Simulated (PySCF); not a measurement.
**How methods differ on the excitation energy of Al²⁺**

Al²⁺ [Ne] 3s1 (2S) → Al²⁺ [Ne] 3p1 (2P), as a difference of total energies. All numbers are calculated (PySCF 2.14, no relativity, point nucleus, in aug-cc-pwCVTZ). Correlated levels: valence and next inner shell: 1s2 frozen; nothing frozen. The calculations carry no spin-orbit coupling.

| method | excitation energy (eV) |
| --- | --- |
| UHF | 6.554 |
| LDA | 6.330 |
| PBE | 6.187 |
| PBE0 | 6.279 |
| r2SCAN | 6.155 |
| PBEsol | 6.161 |
| TPSSh | 6.114 |
| wB97M-V | 6.499 |
| B97-3 | 6.188 |
| MP2 (valence and next inner shell) | 6.673 |
| SCS-MP2 (valence and next inner shell) | 6.645 |
| MP2 (all electrons) | 6.668 |
| SCS-MP2 (all electrons) | 6.641 |

How much does correlation contribute at MP2 (all electrons)?

6.668 − (6.554) = 0.114 eV, measured against UHF.

A first-order spin-orbit estimate (lowest level to lowest level, LS coupling) adds -0.015 eV.
